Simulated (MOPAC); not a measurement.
MOPAC input (AM1):

```
AM1 1SCF UHF MS=0.5 GEO-OK AUX(PRECISION=9) THREADS=1
C4H2ISe

I     1.84994200 1   -0.92488100 1    0.45833800 1
C    -0.04363500 1   -0.13814700 1    0.03057900 1
C    -1.21796300 1   -0.91520700 1    0.09260800 1
C    -2.40047900 1   -0.37321700 1   -0.18763600 1
Se   -2.10248400 1    1.45646800 1   -0.62578600 1
C    -0.27376000 1    1.15068100 1   -0.33015100 1
H    -3.39284800 1   -0.78990200 1   -0.19731100 1
H     0.44539500 1    1.94400500 1   -0.45027800 1
```

From the output:

```
                                                       MOPAC v23.2.5 Linux

          FINAL HEAT OF FORMATION =        119.40993 KCAL/MOL =     499.61115 KJ/MOL

          COSMO AREA              =        148.46 SQUARE ANGSTROMS
          COSMO VOLUME            =        144.88 CUBIC ANGSTROMS

          IONIZATION POTENTIAL    =          8.106255 EV
          ALPHA SOMO LUMO (EV)    =         -8.217 -0.423
          BETA  SOMO LUMO (EV)    =         -8.106 -1.052
          NO. OF ALPHA ELECTRONS  =         16
          NO. OF BETA  ELECTRONS  =         15
          MOLECULAR WEIGHT        =        255.9243         POINT GROUP:  Cs

          MOLECULAR DIMENSIONS (Angstroms)

            Atom       Atom       Distance
            H     7    I     1     5.28535
            H     8    C     3     2.99294
            C     4    C     6     0.00000

          SCF CALCULATIONS        =          1

   ATOM   CHEMICAL          X               Y               Z
  NUMBER   SYMBOL      (ANGSTROMS)     (ANGSTROMS)     (ANGSTROMS)

     1       I          1.84994200  *  -0.92488100  *   0.45833800  *
     2       C         -0.04363500  *  -0.13814700  *   0.03057900  *
     3       C         -1.21796300  *  -0.91520700  *   0.09260800  *
     4       C         -2.40047900  *  -0.37321700  *  -0.18763600  *
     5      Se         -2.10248400  *   1.45646800  *  -0.62578600  *
     6       C         -0.27376000  *   1.15068100  *  -0.33015100  *
     7       H         -3.39284800  *  -0.78990200  *  -0.19731100  *
     8       H          0.44539500  *   1.94400500  *  -0.45027800  *

                             CARTESIAN COORDINATES

   1    I        1.849942000    -0.924881000     0.458338000
   2    C       -0.043635000    -0.138147000     0.030579000
   3    C       -1.217963000    -0.915207000     0.092608000
   4    C       -2.400479000    -0.373217000    -0.187636000
   5   Se       -2.102484000     1.456468000    -0.625786000
   6    C       -0.273760000     1.150681000    -0.330151000
   7    H       -3.392848000    -0.789902000    -0.197311000
   8    H        0.445395000     1.944005000    -0.450278000

           Empirical Formula: C4 H2 I Se  =     8 atoms

      MOLECULAR POINT GROUP   :   Cs

          ALPHA EIGENVALUES
 -37.50878 -31.23459 -28.58827 -23.86311 -19.26559 -18.47890 -15.88582 -13.90309
 -13.54132 -13.07907 -11.56022 -10.86341 -10.71052  -9.98487  -9.90473  -8.21709
  -0.42277   0.01378   0.55295   0.84545   1.58050   3.70892   4.28442   4.67758
   5.09976   5.17675

           BETA EIGENVALUES
 -37.17738 -31.18715 -28.27498 -23.46265 -18.88812 -18.05325 -15.36866 -13.77920
 -13.36244 -12.63005 -11.17442 -10.99560 -10.66793  -9.76960  -8.10625  -1.05199
  -0.25768   0.08861   0.79552   1.30526   2.10722   3.85552   4.41594   4.77069
   5.18102   5.65516

              NET ATOMIC CHARGES AND DIPOLE CONTRIBUTIONS

  ATOM NO.   TYPE          CHARGE      No. of ELECS.   s-Pop       p-Pop
    1          I           0.140670        6.8593     1.96900     4.89033
    2          C          -0.245200        4.2452     1.23840     3.00680
    3          C          -0.039543        4.0395     1.31347     2.72607
    4          C          -0.345540        4.3455     1.29070     3.05484
    5         Se           0.469276        5.5307     1.94347     3.58725
    6          C          -0.315745        4.3157     1.29512     3.02062
    7          H           0.171844        0.8282     0.82816
    8          H           0.164239        0.8358     0.83576
 DIPOLE           X         Y         Z       TOTAL
 POINT-CHG.    -1.256     2.750    -0.860     3.144
 HYBRID        -0.414    -0.452     0.068     0.616
 SUM           -1.670     2.299    -0.792     2.950

          ATOMIC ORBITAL ELECTRON POPULATIONS

     Atom    s        px        py        pz
    1  I   1.96900   1.09892   1.84880   1.94261
    2  C   1.23840   0.96911   0.93882   1.09887
    3  C   1.31347   0.89071   0.86283   0.97253
    4  C   1.29070   0.99492   0.96782   1.09210
    5 Se   1.94347   0.90477   0.97313   1.70935
    6  C   1.29512   1.01473   0.96967   1.03623
    7  H   0.82816
    8  H   0.83576

                    (SZ)    =    0.500000
                    (S**2)  =    1.021031

          ATOMIC ORBITAL SPIN POPULATIONS

    Atom   Total    s     px     py     pz
         Atomic
    1  I  0.0358 -0.001  0.035  0.006 -0.004
    2  C -0.3386 -0.019 -0.040 -0.048 -0.232
    3  C  1.2745  0.182  0.066  0.660  0.367
    4  C -0.5377 -0.033 -0.035 -0.109 -0.360
    5 Se  0.1666 -0.002 -0.027  0.185  0.010
    6  C  0.3872  0.032  0.027  0.055  0.273
    7  H  0.0286  0.029
    8  H -0.0164 -0.016

 **********************
 *                    *
 * JOB ENDED NORMALLY *
 *                    *
 **********************

 == MOPAC DONE ==
```

The geometry given is a B3LYP-D3(BJ)/def2-TZVP minimum.

The determinant is spin-contaminated: <S^2> is 1.02 against 0.75 for a pure state.
